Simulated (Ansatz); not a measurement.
Dissociation curve of MgH, doublet.

Level of theory: full CI/def2-TZVP, frozen core (Ansatz, a program for electronic structure).

### Question
Relative to R = 1.74 Å, what are the energies at R = 2.61, 2.87, 4.26, 6.08 Å?

### Answer
94.1 kJ/mol at 2.61 Å, 110.6 kJ/mol at 2.87 Å, 120.6 kJ/mol at 4.26 Å, 120.5 kJ/mol at 6.08 Å.
